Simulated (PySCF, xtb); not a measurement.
Si(H)(OH)2(NH2) (H5NO2Si), SMILES N[SiH](O)O. Other conformers were not sampled.

Harmonic wavenumbers (cm⁻¹) from GFN2-xTB (xtb) at its own minimum, in rising order: 185, 188, 240, 286, 316, 335, 590, 687, 714, 799, 812, 836, 847, 922, 958, 1534, 2303, 3472, 3524, 3684, 3716.

Task: What does B3LYP-D3(BJ)/def2-SVP run with PySCF give at its own minimum? (The exact figures need the calculation; the answer reports its results.)

Result: 134, 181, 210, 307, 350, 363, 421, 735, 789, 811, 821, 847, 905, 950, 995, 1540, 2244, 3568, 3662, 3868, 3878. Paired by order, the mean absolute difference is 60 cm⁻¹ and the zero-point energies are 38.5 and 39.4 kcal/mol.
